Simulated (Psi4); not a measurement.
Computed with Psi4 1.11 with SAPT0/jun-cc-pVDZ, frozen core.

Psi4 input:

```
molecule {
0 1
C 1.15716452 0.03921870 0.18555549
O 0.10603430 0.58435920 -0.57858802
C -1.14536652 0.02580680 -0.24993100
H 1.00896537 0.21947574 1.25878902
H 2.07846033 0.52501648 -0.13224420
H 1.24981448 -1.04354453 0.02640983
H -1.40194866 0.20659178 0.80257615
H -1.89220428 0.50088319 -0.88421572
H -1.16091954 -1.05780738 -0.42835156
--
0 1
C 0.53857431 3.32830074 -2.11763811
N 0.71119336 4.34191337 -2.62409628
H 0.37784866 2.38497310 -1.64624574
units angstrom
symmetry c1
no_reorient
no_com
}
set basis jun-cc-pvdz
set scf_type df
set freeze_core true
energy('sapt0')
```

Part of the output:

```
    SAPT Results
  --------------------------------------------------------------------------------------------------------
    Electrostatics                -12.24455024 [mEh]      -7.68357128 [kcal/mol]     -32.14806223 [kJ/mol]
      Elst10,r                    -12.24455024 [mEh]      -7.68357128 [kcal/mol]     -32.14806223 [kJ/mol]

    Exchange                        6.97843697 [mEh]       4.37903531 [kcal/mol]      18.32188374 [kJ/mol]
      Exch10                        6.97843697 [mEh]       4.37903531 [kcal/mol]      18.32188374 [kJ/mol]
      Exch10(S^2)                   6.94214830 [mEh]       4.35626383 [kcal/mol]      18.22660786 [kJ/mol]

    Induction                      -2.88674437 [mEh]      -1.81145944 [kcal/mol]      -7.57914631 [kJ/mol]
      Ind20,r                      -3.04933117 [mEh]      -1.91348420 [kcal/mol]      -8.00601788 [kJ/mol]
      Exch-Ind20,r                  1.30512275 [mEh]       0.81897689 [kcal/mol]       3.42659930 [kJ/mol]
      delta HF,r (2)               -1.14253595 [mEh]      -0.71695214 [kcal/mol]      -2.99972774 [kJ/mol]

    Dispersion                     -2.35570945 [mEh]      -1.47823000 [kcal/mol]      -6.18491431 [kJ/mol]
      Disp20                       -2.69595622 [mEh]      -1.69173807 [kcal/mol]      -7.07823209 [kJ/mol]
      Exch-Disp20                   0.34024677 [mEh]       0.21350807 [kcal/mol]       0.89331778 [kJ/mol]
      Disp20 (SS)                  -1.34797811 [mEh]      -0.84586904 [kcal/mol]      -3.53911604 [kJ/mol]
      Disp20 (OS)                  -1.34797811 [mEh]      -0.84586904 [kcal/mol]      -3.53911604 [kJ/mol]
      Exch-Disp20 (SS)              0.19343964 [mEh]       0.12138521 [kcal/mol]       0.50787571 [kJ/mol]
      Exch-Disp20 (OS)              0.14680713 [mEh]       0.09212287 [kcal/mol]       0.38544207 [kJ/mol]

  Total HF                         -8.15285764 [mEh]      -5.11599541 [kcal/mol]     -21.40532479 [kJ/mol]
  Total SAPT0                     -10.50856709 [mEh]      -6.59422541 [kcal/mol]     -27.59023910 [kJ/mol]
```
